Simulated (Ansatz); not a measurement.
Mulliken charges of `F[CH]1N=[CH][GaH]1` from ωB97M-V/def2-TZVPP in Ansatz (PBE0-D4/def2-TZVP geometry).

| atom | x (Å) | y (Å) | z (Å) | charge (e) |
| --- | --- | --- | --- | --- |
| F1 | -2.111 | -0.029 | 0.445 | -0.217 |
| C2 | -0.833 | 0.463 | 0.395 | 0.020 |
| N3 | 0.096 | -0.396 | 1.115 | -0.123 |
| C4 | 1.139 | -0.581 | 0.394 | -0.184 |
| Ga5 | 0.319 | 0.154 | -1.266 | 0.244 |
| H6 | -0.838 | 1.452 | 0.861 | 0.110 |
| H7 | 1.998 | -1.096 | 0.825 | 0.124 |
| H8 | 0.323 | -0.024 | -2.824 | 0.027 |

Q: By hand: the dipole of these point charges (1 e Å = 4.8032 D).

A: Σ q r = (0.462, 0.232, -0.486) e Å, of length 0.710 e Å = 3.41 D.

Q: How does the dipole of the full density compare? (An estimate is asked.)

A: The calculation gave: (0.462, 0.251, -0.451) e Å, 3.33 D; the point charges give 1.02 times that, at 3° from its direction.

Point charges leave out the atoms' own dipoles, such as those of lone pairs, and Mulliken's split depends on the basis, so the close match here is no proof of good charges.
